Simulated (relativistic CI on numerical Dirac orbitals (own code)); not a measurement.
# Hyperfine structure of Ir⁸⁺, mass number 193

Calculated at this level of theory: Dirac-Coulomb-Breit CI, separate exchange-only KLI orbitals for each configuration, model QED, unscaled Slater integrals (own radial code, finite nucleus).

Configuration list (outside the closed core [Kr] 4d10): 4f14 5s2 5p6 5d, 4f14 5s2 5p6 6s, 4f14 5s2 5p6 5f, 4f14 5s2 5p5 5d2, 4f14 5s2 5p6 6p, 4f14 5s2 5p6 5g, 4f14 5s2 5p6 6d, 4f14 5s 5p6 5d2, 4f14 5s2 5p6 7s, 4f14 5s2 5p5 5d 5f, 4f14 5s2 5p6 7p, 4f13 5s2 5p6 5d2, 4f14 5s2 5p6 6f, 4f14 5s2 5p5 5d 6s. Double excitations out of closed p, d and f shells are left out; levels of such configurations are missing from the list, as are those of other unlisted configurations, and high levels can miss mixing partners.

Nuclear spin I = 3/2, μ = 0.163 μN, Q = 0.751 b (tables of Stone and Pyykkö). The electronic factors are computed for point nuclear moments, without core polarisation or the Bohr-Weisskopf and QED corrections.

```json
{"Level": "4f14 5s2 5p6 5d 2D_3/2", "E (cm⁻¹)": "0", "A (MHz)": "315.9", "B (MHz)": "1520"}
{"Level": "4f14 5s2 5p6 5d 2D_5/2", "E (cm⁻¹)": "15494", "A (MHz)": "126.8", "B (MHz)": "1780"}
{"Level": "4f14 5s2 5p6 6s 2S_1/2", "E (cm⁻¹)": "200999", "A (MHz)": "8784", "B (MHz)": ""}
{"Level": "4f14 5s2 5p6 6p 2P°_1/2", "E (cm⁻¹)": "292834", "A (MHz)": "2406", "B (MHz)": ""}
{"Level": "4f14 5s2 5p6 6p 2P°_3/2", "E (cm⁻¹)": "325386", "A (MHz)": "269.8", "B (MHz)": "3630"}
{"Level": "4f14 5s2 5p5 5d2 4D°_1/2", "E (cm⁻¹)": "383185", "A (MHz)": "-86.74", "B (MHz)": ""}
{"Level": "4f14 5s2 5p5 5d2 4D°_3/2", "E (cm⁻¹)": "385611", "A (MHz)": "371.4", "B (MHz)": "4090"}
{"Level": "4f14 5s2 5p5 5d2 4D°_5/2", "E (cm⁻¹)": "392960", "A (MHz)": "362.7", "B (MHz)": "2160"}
```

Levels with J = 0, under 50 % of one LS term, or S terms without an open s electron are left out. Small factors come from cancelling terms and can be off by tens of per cent or more.

At this charge configurations can still be misplaced by up to about 7 % of their energy. Levels and lines within the n = 5 or 6 shells can be off by up to 10 % or somewhat more, and those that change n by about 2 %, since core polarisation is missing. Levels that differ in their count of f electrons can be misplaced by several ten thousand cm⁻¹, since the correlation energy of f electrons is missing or only estimated; rates across such gaps can be off by orders of magnitude.

Q: Give the hyperfine levels of 4f14 5s2 5p6 5d 2D_3/2 relative to its centre of gravity.

A: With K = F(F + 1) − I(I + 1) − J(J + 1), E = AK/2 + B[¾K(K + 1) − I(I + 1)J(J + 1)]/[2I(2I − 1)J(2J − 1)]: F = 0: 711, F = 1: -489.7, F = 2: -1374, F = 3: 1090 MHz.

LS names give the leading component of a level, which can be under half, so a name can repeat, a term be missing and a line seem to break the LS rules.
